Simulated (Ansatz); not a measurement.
CH7AlOSSi, SMILES `[AlH2][CH](S)O[SiH3]` from Hartree–Fock to CCSD(T)

Cartesian coordinates in Å:
```
Al 1.746 0.298 -1.584
C 0.093 -0.158 -0.619
S 0.021 1.751 -0.502
O -0.004 -0.794 0.599
Si -1.395 -0.840 1.505
H 3.064 0.495 -0.728
H 1.660 0.342 -3.164
H -0.776 -0.346 -1.265
H 0.965 1.847 0.454
H -1.227 -1.967 2.449
H -1.588 0.429 2.251
H -2.559 -1.058 0.604
```

Charge 0, multiplicity 1. The geometry is a stationary point of PBE0-D4/def2-TZVP. It is one conformer, not always the lowest. Frozen core, restricted reference, the Gaussian-basis code of Ansatz. CBS rows extrapolate triple and quadruple zeta; past MP2 they add the triple-zeta difference.

```csv
basis,HF (Eh),MP2 corr.,CCSD corr.,(T),CCSD(T) total
def2-SVP,-1044.80246,-0.62543,-0.68895,-0.01997,-1045.51138
def2-TZVPP,-1045.27186,-0.79695,-0.85543,-0.03520,-1046.16249
def2-QZVPP,-1045.30505,-0.85836,–,–,–
CBS(def2),-1045.30962,-0.90384,-0.96232,as TZ,-1046.30714
```
